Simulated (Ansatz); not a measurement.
Geometry optimisation, RKS r2SCAN/STO-3G in Ansatz.

The input (input.yaml):

```yaml
crystal:
  periodic: [false, false, false]
  atoms:
    - { symbol: Si, position_ang: [-1.1102, -0.5285, 1.7114] }
    - { symbol: O, position_ang: [-0.6127, 0.3981, 0.4001] }
    - { symbol: C, position_ang: [0.3962, -0.1537, -0.4193] }
    - { symbol: C, position_ang: [0.8317, 0.8414, -1.5233] }
    - { symbol: Cl, position_ang: [2.0491, 0.1928, -2.5837] }
    - { symbol: H, position_ang: [-0.0265, -0.7179, 2.6217] }
    - { symbol: H, position_ang: [-1.6587, -1.777, 1.2124] }
    - { symbol: H, position_ang: [-2.1888, 0.2882, 2.3887] }
    - { symbol: H, position_ang: [0.1008, -1.0904, -0.7979] }
    - { symbol: H, position_ang: [1.3257, -0.3331, 0.2292] }
    - { symbol: H, position_ang: [-0.1347, 1.0273, -2.1164] }
    - { symbol: H, position_ang: [1.105, 1.7976, -1.0889] }
basis:
  gaussian: { orbitals: STO-3G }
hamiltonian:
  xc: r2scan
relax:
  f_tol: 0.02
  max_steps: 40
scf:
  lower_state_search: "off"
```

Run as:

```bash
$ ansatz run input.yaml --threads 1 --pin off --max-ram 2048MiB --backend cpu --events-out ev --progress --plain --runs-dir out
```

Task: Where does it end, and by what steps?

Result: The forces met the threshold. Limits of this set-up: minimal basis. After 6 steps the energy has fallen by 0.621 eV; O2 moved furthest, 0.13 Å.

```json
{"step": "0", "energy less start (eV)": "0.0000", "largest force component (eV/Å)": "4.960", "accepted": "yes"}
{"step": "1", "energy less start (eV)": "-0.5340", "largest force component (eV/Å)": "0.992", "accepted": "yes"}
{"step": "2", "energy less start (eV)": "-0.6055", "largest force component (eV/Å)": "0.418", "accepted": "yes"}
{"step": "3", "energy less start (eV)": "-0.6169", "largest force component (eV/Å)": "0.149", "accepted": "yes"}
{"step": "4", "energy less start (eV)": "-0.6197", "largest force component (eV/Å)": "0.132", "accepted": "yes"}
{"step": "5", "energy less start (eV)": "-0.6205", "largest force component (eV/Å)": "0.037", "accepted": "yes"}
{"step": "6", "energy less start (eV)": "-0.6205", "largest force component (eV/Å)": "0.007", "accepted": "yes"}
```

```xyz
12
Properties=species:S:1:pos:R:3
Si -1.129 -0.506 1.711
O -0.661 0.520 0.402
C 0.397 -0.135 -0.361
C 0.759 0.851 -1.516
Cl 2.095 0.135 -2.566
H -0.009 -0.764 2.598
H -1.627 -1.779 1.223
H -2.171 0.217 2.404
H 0.083 -1.106 -0.813
H 1.319 -0.331 0.237
H -0.112 1.033 -2.170
H 1.133 1.811 -1.117
```

Whether the end is a true minimum wasn't checked by a vibrational analysis.

Time of the run: 18 s on 1 thread of Intel(R) Xeon(R) Platinum 8375C CPU @ 2.90GHz (Ice Lake), with other jobs on the host, peak memory 0.16 GiB.
